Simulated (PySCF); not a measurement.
A GIAO shielding run with PySCF 2.14 (density fitting, non-relativistic, gas phase) on `N1[Si@H](OC)CCC1`, C$_{4}$H$_{11}$NOSi:

```
$ OMP_NUM_THREADS=1 python probes_run.py task.json out

{"job": {"kind": "nmr", "xc": "PBE0", "basis": "pcSseg-1"}, "charge": 0, "multiplicity": 1}
C      3.018739     0.394526     0.148072
O      1.810232    -0.295544     0.156179
Si     0.540922    -0.068304    -0.827521
C     -0.830482     1.158428    -0.343618
C     -1.919200     0.251573     0.232882
C     -1.855988    -1.081321    -0.506690
N     -0.455541    -1.432031    -0.572069
H      2.885717     1.418523     0.506219
H      3.711432    -0.129533     0.807508
H      3.439745     0.431567    -0.859576
H      1.005179     0.189839    -2.201553
H     -0.551593     1.926653     0.374688
H     -1.212937     1.669174    -1.226709
H     -2.912984     0.695483     0.153844
H     -1.706902     0.064490     1.285919
H     -2.413736    -1.857178     0.026347
H     -2.293428    -0.973759    -1.510359
H     -0.267933    -2.356266    -0.919982
```

Hardware: 1 thread of an Arm Neoverse N1, shared host. The job also computes population analyses, field gradients, ring-centre shieldings.

Task: How large is the calculation?

Result: 64 electrons, 181 basis functions and 956 auxiliary functions.

Task: How long does it take, and how much memory does it need?

Result: 52 s of wall time, with 13 SCF cycles and 4 response iterations; peak memory 0.82 GiB. Times on a shared host scatter by some tens of per cent.
